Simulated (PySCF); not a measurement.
C₃HBrClF, SMILES FC=C=C(Cl)Br. The structure is a stationary point at PBE-D3(BJ)/def2-SVP. The structure was generated by enumeration, and PubChem lists no compound with its InChIKey, so it may never have been made.

Calculation: PBE-D3(BJ)/def2-SVP in PySCF 2.14.0.

Harmonic wavenumbers (cm⁻¹): 82, 115, 216, 256, 368, 427, 473, 628, 785, 820, 1043, 1217, 1394, 2013, 3092. Rotational constants (GHz): 2.182, 1.015, 0.7131; symmetry number 1.

Problem. Work out the zero-point energy and the ideal-gas rigid-rotor harmonic-oscillator thermochemistry at 298.15 K and 1 atm.

Solution. ZPE = ½ Σ hcν = ½ × 12929 cm⁻¹ = 18.48 kcal/mol. H − E(el) = 23.18 kcal/mol. Entropy in cal/(mol K): translation 41.32, rotation 29.70, vibration 14.35, total 85.37. G − E(el) = -2.27 kcal/mol. Cp = 22.59 cal/(mol K). Modes under 150 cm⁻¹ make the vibrational entropy uncertain.
